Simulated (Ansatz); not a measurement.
`C[NH][Al]([OH])[F]`, charge 0, multiplicity 1.

(1) Give a relaxed structure at PBE0-D4/def2-TZVP (Ansatz 0.2.0). (Best estimate.)

Answers

(1) The calculation gave: 
```xyz
10

C    -1.4868    0.3894    0.1412
N    -0.1021    0.7723    0.3316
Al    1.3279   -0.1661   -0.0477
O     1.1552   -1.7056   -0.7159
F     2.8200    0.4697    0.2540
H    -1.5392   -0.6107   -0.2938
H    -2.0429    0.3626    1.0855
H    -2.0143    1.0678   -0.5393
H    -0.0060    1.6925    0.7314
H     1.8881   -2.2719   -0.9470
```
Point group Cs.
This is one stationary point; other conformers may exist.
